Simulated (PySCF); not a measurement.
Working out the ionisation energy of Tc²⁺

Tc²⁺ [Kr] 4d5 (6S) → Tc³⁺ [Kr] 4d4 (5D). Computed with PySCF 2.14 in def2-SVP with the def2 core potential (28 electrons), with a scalar-relativistic core potential. Frozen: 4s2 4p6. Energies in hartree (1 hartree = 27.21139 eV):

```
             part  Tc²⁺ (lower)  Tc³⁺ (upper)
              UHF    -79.362906    -78.295134
MP2 opposite-spin      0.000000      0.000000
    MP2 same-spin     -0.037234     -0.021761
```

What does Hartree-Fock give?

(-78.295134) − (-79.362906) = 1.067772 hartree = 29.056 eV.

What do MP2 and SCS-MP2 (6/5 opposite-spin, 1/3 same-spin) give?

The opposite-spin parts differ by 0.000 eV and the same-spin parts by 0.421 eV. MP2: 29.056 + (0.000) + (0.421) = 29.477 eV. SCS-MP2: 29.056 + 1.2 × (0.000) + (0.421)/3 = 29.196 eV.

Reference: 29.55 eV (semi-empirical (NIST evaluation); NIST Atomic Spectra Database, ionization energies), between the lowest levels; spin-orbit coupling is absent from the calculation.

A double-zeta basis recovers only part of the correlation energy.

What remains against the reference includes basis incompleteness, the frozen core and correlation beyond second order.
